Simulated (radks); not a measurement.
Results of a calculation; reference values are marked as such.
Coulomb parameter of the 4d shell of the molybdenum ion Mo2+ in the model configuration [Kr] 4d3 5p1, as a second difference U = [E(n + 1) + E(n - 1) - 2 E(n)] / (1)^2 with all orbitals relaxed. "Bare": the charge of the atom changes with n. "Screened": the 5p shell takes up the change at fixed total charge, which measures U(4d,4d) + U(5p,5p) - 2 U(4d,5p). Code: a radial shooting solver on a logarithmic mesh with Libxc functionals. Model: scalar-relativistic Kohn-Sham, r2SCAN, spin-unpolarised, spherical densities, finite nucleus; meta-GGA in the generalised Kohn-Sham scheme; Fermi nuclear charge, rms radius 4.4091 fm.

case         configuration  E - E(n) (eV)
start         [Kr] 4d3 5p1          0.000
bare +1       [Kr] 4d4 5p1        -19.127
bare -1       [Kr] 4d2 5p1         30.754
screened +1       [Kr] 4d4         -9.556
screened -1   [Kr] 4d2 5p2         11.665

U(bare) = 11.627 eV, U(screened by 5p) = 2.109 eV, against the Slater integral F0(4d,4d) = 15.035 eV with frozen orbitals.
